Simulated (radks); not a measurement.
Task: The hafnium ion Hf9+ is in [Kr] 4d10 4f(5/2: 6, 7/2: 6) 5s2 5p(1/2: 2, 3/2: 1). All-electron calculation, Dirac Kohn-Sham, BLYP, spin-unpolarised, spherical densities, finite nucleus; Fermi nuclear charge, rms radius of each element as measured or else 0.836 A^(1/3) + 0.57 fm. Program: a radial shooting solver on a logarithmic mesh with Libxc functionals. Sub-shells are occupied by j as written (lower j first in brackets). One electron is removed from 4f5/2, 4f7/2, 5p1/2, 5p3/2 in turn, with full relaxation. Which removal costs least, and what does each cost?

Result: 5p3/2 173.63 eV; 4f7/2 183.13 eV; 5p1/2 185.16 eV; 4f5/2 185.21 eV. The 5p3/2 electron leaves first.
